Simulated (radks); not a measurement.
Exchange energies: the exact (Fock) value of the Kohn-Sham orbitals and density-functional approximations, as 100 (|E| - |E exact|)/|E exact|, negative where the magnitude is too small. Species: Eu2+ [Xe] 4f7; Eu+ [Xe] 4f7 6s1; Ca+ [Ar] 4s1; Hg+ [Xe] 4f14 5d10 6s1; Ca2+ [Ar]. All-electron calculation, non-relativistic Kohn-Sham, r2SCAN, spin-polarised, spherical densities, point nucleus; meta-GGA in the generalised Kohn-Sham scheme. Program: a radial shooting solver on a logarithmic mesh with Libxc functionals. Every spin shell is full or empty, so the densities are truly spherical. Functionals are evaluated on that one density, not self-consistently.

functional           Eu2+       Eu+       Ca+       Hg+      Ca2+
exact (hartree)  -230.166  -230.277  -35.0988  -345.013  -34.9581
LDA                 -4.23     -4.22     -7.42     -3.80     -7.47
B88                 +0.17     +0.18     -0.03     +0.07     -0.06
PBEsol              -1.92     -1.91     -3.30     -1.79     -3.35
revPBE              -0.16     -0.15     -0.20     -0.25     -0.24
OPTX                +1.66     +1.67     +0.14     +1.90     +0.13
AM05                -3.97     -3.96     -6.57     -3.60     -6.60
SOGGA               -1.93     -1.92     -3.34     -1.80     -3.38
B86b                +0.12     +0.13     +0.05     +0.01     0.00
G96                 +0.53     +0.54     +0.09     +0.47     +0.07
APBE                +0.40     +0.41     +0.53     +0.25     +0.47
TPSS                -0.24     -0.24     +0.14     -0.42     +0.11
revTPSS             -0.81     -0.80     -0.57     -0.89     -0.59
r2SCAN              -0.05     -0.04     -0.01     -0.17     0.00
MS2                 -0.52     -0.51     -0.01     -0.66     -0.02
Tao-Mo              -0.71     -0.70     -0.25     -0.83     -0.28
